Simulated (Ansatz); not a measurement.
Calculated with Ansatz (gas phase, PBE0-D4/def2-TZVP geometries, no zero-point term in ΔE). CCSD(T)/CBS is the MP2 limit (def2-TZVPP, def2-QZVPP) plus CCSD(T) − MP2 in def2-TZVPP, frozen cores. Functionals use def2-TZVPP. For Se outer-core shells are correlated without core-valence functions, which leaves a few kJ/mol of doubt a bond. Scalar relativity is left out up to krypton. One conformer a species, not always the lowest.

`CSCB(N)F` + H₂Se → `NB(F)[SeH]` + `CSC`  (ligand exchange at a B–C bond)

(1) Is it downhill or uphill in electronic energy at CCSD(T)/CBS, and by how much? (Estimate.)

(2) What do these levels give: PBE-D4, ωB97X-V, r2SCAN, SCS-MP2/def2-TZVPP, CCSD(T)/def2-TZVPP, CCSD/CBS(def2)? (An estimate is asked.)

Largest T1 diagnostic among the species: 0.011.

Answers

(1) The calculation gave: Downhill: ΔE = -40.5 kJ/mol.

(2) Ansatz gave: PBE-D4 -41.5, ωB97X-V -38.5, r2SCAN -43.5, SCS-MP2/def2-TZVPP -43.1, CCSD(T)/def2-TZVPP -39.3, CCSD/CBS(def2) -40.4 kJ/mol.
